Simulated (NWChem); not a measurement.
Species: BNH3F; SMILES NBF

Results from NWChem. Pople sets run with spherical d functions. B3LYP is NWChem's, with the RPA form of VWN correlation. Each level has its own optimisation; frequencies are unscaled. One conformer.

```tsv
level	r B–H (Å)	r B–F (Å)	r B–N (Å)	r H–N (Å)	highest harmonic frequency (cm⁻¹)	lowest (cm⁻¹)	zero-point energy (kcal/mol)	dipole (D)
Hartree-Fock/3-21G	1.183	1.360	1.399	1.000	3845	465	28.8	2.74
B3LYP/3-21G	1.193	1.367	1.404	1.017	3607	444	27.1	2.70
B3LYP/6-31G*	1.196	1.343	1.398	1.010	3698	434	26.7	2.40
```
